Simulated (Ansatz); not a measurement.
ZnCl, multiplicity 2 (the spin of the measured ground state), most abundant isotopes (63.9291 and 34.9689 u). Constants from fifth-degree fits in 1/R to seven points on the lowest solution found; no spin–orbit coupling, no relativity up to Kr; ω_e x_e and α_e move by some per cent with the fit.

Correlated levels freeze the inner cores; with def2 sets outer-core shells near the valence are correlated too.

Programs: Ansatz (a first-principles code). Each number belongs to the level named beside it.

Total energies (hartree; each atom in its lowest state at that level) and vibrational constants (cm⁻¹):

| level | E(ZnCl) at r_e | E(Zn) | E(Cl) | ω_e | ω_e x_e |
|---|---|---|---|---|---|
| PBE/def2-TZVPP | -2239.171620 | -1779.129864 | -459.958430 | 355 | 1.7 |
| B3LYP/def2-TZVPP | -2239.694183 | -1779.452782 | -460.167005 | 354 | 1.7 |
| wB97M-V/def2-TZVPP | -2239.506365 | -1779.297505 | -460.125172 | 381 | 1.5 |
| CCSD(T)/def2-TZVPP | -2238.309572 | -1778.566811 | -459.664645 | 383 | 1.4 |

Question: Work out D_e and D₀ in eV.

Answer: 
D_e = E(Zn) + E(Cl) − E(molecule), times 27.2114 eV; D₀ = D_e − (ω_e/2 − ω_e x_e/4)/8065.54.
- PBE/def2-TZVPP: D_e = 2.267, zero point 0.022, D₀ = 2.245 eV
- B3LYP/def2-TZVPP: D_e = 2.024, zero point 0.022, D₀ = 2.003 eV
- wB97M-V/def2-TZVPP: D_e = 2.277, zero point 0.024, D₀ = 2.254 eV
- CCSD(T)/def2-TZVPP: D_e = 2.126, zero point 0.024, D₀ = 2.102 eV
No counterpoise correction is made.
